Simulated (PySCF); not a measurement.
Cl₂Cu, doublet, geometry from GFN2-xTB (such geometries of metal compounds can be far from the true shape); CAMB3LYP/def2-SVP (PySCF).

PySCF was given this input:
```python
from pyscf import gto, scf, dft

mol = gto.Mole()
mol.atom = '''
    Cu    0.000000    0.000000    0.000000
    Cl   -0.000000   -0.000000   -2.034859
    Cl    0.000000    0.000000    2.034859
'''
mol.basis = 'def2-svp'
mol.charge = 0
mol.spin = 1
mol.verbose = 4
mol.build()

mf = dft.UKS(mol)
mf.xc = 'camb3lyp'
mf.DIIS = scf.EDIIS
mf.kernel()
mf.analyze()
```

What does PySCF print? Leave out banner, timings and long lists.


```
PySCF version 2.14.0

[INPUT] verbose = 4
[INPUT] num. atoms = 3
[INPUT] num. electrons = 63
[INPUT] charge = 0
[INPUT] spin (= nelec alpha-beta = 2S) = 1
[INPUT] symmetry False subgroup None
[INPUT] Mole.unit = angstrom
[INPUT] Symbol           X                Y                Z      unit          X                Y                Z       unit  Magmom
[...]
nuclear repulsion = 293.993262896869
number of shells = 27
number of NR pGTOs = 145
number of NR cGTOs = 67
basis = def2-svp
ecp = {}

******** <class 'pyscf.dft.uks.UKS'> ********
method = UKS
initial guess = minao
damping factor = 0
level_shift factor = 0
DIIS = <class 'pyscf.scf.diis.EDIIS'>
diis_start_cycle = 1
diis_space = 8
diis_damp = 0
SCF conv_tol = 1e-09
SCF conv_tol_grad = None
SCF max_cycles = 50
direct_scf = True
direct_scf_tol = 1e-13
number electrons alpha = 32  beta = 31
XC library pyscf.dft.libxc version 7.1.2
    S. Lehtola, C. Steigemann, M. J. T. Oliveira, and M. A. L. Marques,  SoftwareX 7, 1–5 (2018)
XC functionals = camb3lyp
    T. Yanai, D. P. Tew, and N. C. Handy,  Chem. Phys. Lett. 393, 51 (2004)
radial grids:
    Treutler-Ahlrichs [JCP 102, 346 (1995); DOI:10.1063/1.469408] (M4) radial grids

becke partition: Becke, JCP 88, 2547 (1988); DOI:10.1063/1.454033
pruning grids: <function nwchem_prune>
grids dens level: 3
symmetrized grids: False
atomic radii adjust function: <function treutler_atomic_radii_adjust>
small_rho_cutoff = 0
Set gradient conv threshold to 3.16228e-05
tot grids = 58400
init E= -2560.26104476169

cycle= 1 E= -2559.86441370335  delta_E= 0.397  |g|= 1.54  |ddm|= 1.33
cycle= 2 E= -2558.88853193342  delta_E= 0.976  |g|= 1.97  |ddm|= 2.53
cycle= 3 E= -2560.44257014483  delta_E= -1.55  |g|= 0.614  |ddm|= 2.04
cycle= 4 E= -2560.44257032746  delta_E= -1.83e-07  |g|= 0.614  |ddm|= 2.84e-07
cycle= 5 E= -2560.44257010601  delta_E= 2.21e-07  |g|= 0.614  |ddm|= 3.45e-07
cycle= 6 E= -2560.44257015721  delta_E= -5.12e-08  |g|= 0.614  |ddm|= 7.97e-08
cycle= 7 E= -2560.4425701914  delta_E= -3.42e-08  |g|= 0.614  |ddm|= 5.32e-08
cycle= 8 E= -2560.44256981639  delta_E= 3.75e-07  |g|= 0.614  |ddm|= 5.84e-07
cycle= 9 E= -2560.44257010929  delta_E= -2.93e-07  |g|= 0.614  |ddm|= 4.56e-07
cycle= 10 E= -2560.0875606026  delta_E= 0.355  |g|= 1.27  |ddm|= 0.345
cycle= 11 E= -2560.03783376489  delta_E= 0.0497  |g|= 1.22  |ddm|= 1.48
cycle= 12 E= -2560.56697366951  delta_E= -0.529  |g|= 0.0364  |ddm|= 0.879
cycle= 13 E= -2560.56697367015  delta_E= -6.43e-10  |g|= 0.0364  |ddm|= 2.07e-08
cycle= 14 E= -2560.56697367027  delta_E= -1.11e-10  |g|= 0.0364  |ddm|= 3.64e-09
cycle= 15 E= -2560.56697367009  delta_E= 1.73e-10  |g|= 0.0364  |ddm|= 5.58e-09
cycle= 16 E= -2560.56697367258  delta_E= -2.48e-09  |g|= 0.0364  |ddm|= 8.08e-08
cycle= 17 E= -2560.5669736701  delta_E= 2.48e-09  |g|= 0.0364  |ddm|= 8.06e-08
cycle= 18 E= -2560.56697367014  delta_E= -4.32e-11  |g|= 0.0364  |ddm|= 1.24e-09
cycle= 19 E= -2560.25229145753  delta_E= 0.315  |g|= 1.05  |ddm|= 0.54
cycle= 20 E= -2560.38645541479  delta_E= -0.134  |g|= 0.748  |ddm|= 0.997
cycle= 21 E= -2560.55345992795  delta_E= -0.167  |g|= 0.216  |ddm|= 0.344
cycle= 22 E= -2560.55345992722  delta_E= 7.3e-10  |g|= 0.216  |ddm|= 3.32e-09
cycle= 23 E= -2560.55345992215  delta_E= 5.07e-09  |g|= 0.216  |ddm|= 2.28e-08
cycle= 24 E= -2560.55345992861  delta_E= -6.46e-09  |g|= 0.216  |ddm|= 2.9e-08
cycle= 25 E= -2560.55345991344  delta_E= 1.52e-08  |g|= 0.216  |ddm|= 6.81e-08
cycle= 26 E= -2560.55345992679  delta_E= -1.34e-08  |g|= 0.216  |ddm|= 5.99e-08
cycle= 27 E= -2560.55345993441  delta_E= -7.62e-09  |g|= 0.216  |ddm|= 3.42e-08
cycle= 28 E= -2560.3749166116  delta_E= 0.179  |g|= 0.827  |ddm|= 0.555
cycle= 29 E= -2560.50596648019  delta_E= -0.131  |g|= 0.445  |ddm|= 0.689
cycle= 30 E= -2560.54384605931  delta_E= -0.0379  |g|= 0.278  |ddm|= 0.102
cycle= 31 E= -2560.54384605873  delta_E= 5.79e-10  |g|= 0.278  |ddm|= 1.99e-09
cycle= 32 E= -2560.54384605967  delta_E= -9.42e-10  |g|= 0.278  |ddm|= 3.27e-09
cycle= 33 E= -2560.54384606004  delta_E= -3.67e-10  |g|= 0.278  |ddm|= 1.28e-09
cycle= 34 E= -2560.54384601357  delta_E= 4.65e-08  |g|= 0.278  |ddm|= 1.6e-07
cycle= 35 E= -2560.54384606279  delta_E= -4.92e-08  |g|= 0.278  |ddm|= 1.7e-07
cycle= 36 E= -2560.54384606285  delta_E= -6.59e-11  |g|= 0.278  |ddm|= 1.93e-10
cycle= 37 E= -2560.41627376482  delta_E= 0.128  |g|= 0.733  |ddm|= 0.543
cycle= 38 E= -2560.53346939704  delta_E= -0.117  |g|= 0.333  |ddm|= 0.575
cycle= 39 E= -2560.54136663223  delta_E= -0.0079  |g|= 0.293  |ddm|= 0.0248
cycle= 40 E= -2560.54136663647  delta_E= -4.23e-09  |g|= 0.293  |ddm|= 1.39e-08
cycle= 41 E= -2560.54136657087  delta_E= 6.56e-08  |g|= 0.293  |ddm|= 2.15e-07
cycle= 42 E= -2560.54136663336  delta_E= -6.25e-08  |g|= 0.293  |ddm|= 2.05e-07
cycle= 43 E= -2560.54136663396  delta_E= -6.03e-10  |g|= 0.293  |ddm|= 1.98e-09
cycle= 44 E= -2560.54136663852  delta_E= -4.56e-09  |g|= 0.293  |ddm|= 1.49e-08
cycle= 45 E= -2560.54136663233  delta_E= 6.2e-09  |g|= 0.293  |ddm|= 2.03e-08
cycle= 46 E= -2560.40042702497  delta_E= 0.141  |g|= 0.77  |ddm|= 0.571
cycle= 47 E= -2560.52994337928  delta_E= -0.13  |g|= 0.35  |ddm|= 0.604
cycle= 48 E= -2560.53850860743  delta_E= -0.00857  |g|= 0.308  |ddm|= 0.0252
cycle= 49 E= -2560.53850860848  delta_E= -1.05e-09  |g|= 0.308  |ddm|= 3.27e-09
cycle= 50 E= -2560.53850860955  delta_E= -1.07e-09  |g|= 0.308  |ddm|= 3.34e-09
SCF not converged.
SCF energy = -2560.53850860955 after 50 cycles  <S^2> = 0.75491325  2S+1 = 2.0049072
**** SCF Summaries ****
Total Energy =                       -2560.538508609545715
Nuclear Repulsion Energy =             293.993262896869112
One-electron Energy =                -4146.580286087702007
Two-electron Energy =                 1292.048514581287463
Two-electron Coulomb Energy =         1416.074000893925586
DFT Exchange-Correlation Energy =     -124.025486312638066
**** MO energy ****
                             alpha | beta                alpha | beta
[...]
To work with the spin densities directly, `use mulliken_meta_spin()` only printing them here.

 ** Mulliken spin pop alpha/beta on meta-lowdin orthogonal AOs **
 ** Mulliken Spin Density (per AO)  **
spin_pop of  0 Cu 1s       -0.00000
spin_pop of  0 Cu 2s       -0.00000
spin_pop of  0 Cu 3s       -0.00000
spin_pop of  0 Cu 4s       -0.00949
spin_pop of  0 Cu 5s       -0.00018
spin_pop of  0 Cu 2px      -0.00000
spin_pop of  0 Cu 2py      -0.00000
spin_pop of  0 Cu 2pz      -0.00000
spin_pop of  0 Cu 3px      -0.00000
spin_pop of  0 Cu 3py      -0.00001
spin_pop of  0 Cu 3pz      -0.00001
spin_pop of  0 Cu 4px      -0.00118
spin_pop of  0 Cu 4py      -0.01375
spin_pop of  0 Cu 4pz      -0.00033
spin_pop of  0 Cu 3dxy     -0.00036
spin_pop of  0 Cu 3dyz      0.35222
spin_pop of  0 Cu 3dz^2     0.00358
spin_pop of  0 Cu 3dxz     -0.00000
spin_pop of  0 Cu 3dx2-y2   -0.00033
spin_pop of  0 Cu 4dxy      0.00037
spin_pop of  0 Cu 4dyz      0.00204
spin_pop of  0 Cu 4dz^2     0.00013
spin_pop of  0 Cu 4dxz      0.00024
spin_pop of  0 Cu 4dx2-y2    0.00037
spin_pop of  0 Cu 4f-3      0.00000
spin_pop of  0 Cu 4f-2      0.00000
spin_pop of  0 Cu 4f-1      0.00000
spin_pop of  0 Cu 4f+0     -0.00001
spin_pop of  0 Cu 4f+1      0.00000
spin_pop of  0 Cu 4f+2      0.00001
spin_pop of  0 Cu 4f+3      0.00000
spin_pop of  1 Cl 1s       -0.00000
spin_pop of  1 Cl 2s       -0.00000
spin_pop of  1 Cl 3s        0.00117
spin_pop of  1 Cl 4s       -0.00005
spin_pop of  1 Cl 2px      -0.00000
spin_pop of  1 Cl 2py       0.00002
spin_pop of  1 Cl 2pz      -0.00000
spin_pop of  1 Cl 3px       0.00086
spin_pop of  1 Cl 3py       0.33071
spin_pop of  1 Cl 3pz       0.00210
spin_pop of  1 Cl 4px      -0.00001
spin_pop of  1 Cl 4py      -0.00019
spin_pop of  1 Cl 4pz      -0.00001
spin_pop of  1 Cl 3dxy     -0.00000
spin_pop of  1 Cl 3dyz     -0.00109
spin_pop of  1 Cl 3dz^2    -0.00012
spin_pop of  1 Cl 3dxz     -0.00008
spin_pop of  1 Cl 3dx2-y2    0.00005
spin_pop of  2 Cl 1s       -0.00000
spin_pop of  2 Cl 2s       -0.00000
spin_pop of  2 Cl 3s        0.00117
spin_pop of  2 Cl 4s       -0.00005
spin_pop of  2 Cl 2px      -0.00000
spin_pop of  2 Cl 2py       0.00002
spin_pop of  2 Cl 2pz      -0.00000
spin_pop of  2 Cl 3px       0.00086
spin_pop of  2 Cl 3py       0.33071
spin_pop of  2 Cl 3pz       0.00210
spin_pop of  2 Cl 4px      -0.00001
spin_pop of  2 Cl 4py      -0.00019
spin_pop of  2 Cl 4pz      -0.00001
spin_pop of  2 Cl 3dxy     -0.00000
spin_pop of  2 Cl 3dyz     -0.00109
spin_pop of  2 Cl 3dz^2    -0.00012
spin_pop of  2 Cl 3dxz     -0.00008
spin_pop of  2 Cl 3dx2-y2    0.00005
 ** Mulliken Spin Density (per atom)  **
spin density of  0 Cu =      0.33330
spin density of  1 Cl =      0.33335
spin density of  2 Cl =      0.33335
 ** Mulliken pop alpha/beta on meta-lowdin orthogonal AOs **
 ** Mulliken pop       alpha | beta **
In total            32.00000 | 31.00000
 ** Mulliken atomic charges   ( Nelec_alpha | Nelec_beta ) **
charge of  0Cu =      0.72051  (    14.30639     13.97310 )
charge of  1Cl =     -0.36025  (     8.84680      8.51345 )
charge of  2Cl =     -0.36025  (     8.84680      8.51345 )
Dipole moment(X, Y, Z, Debye):  0.00000,  0.00000,  0.00000
```

The run did not converge; its last values are not results.
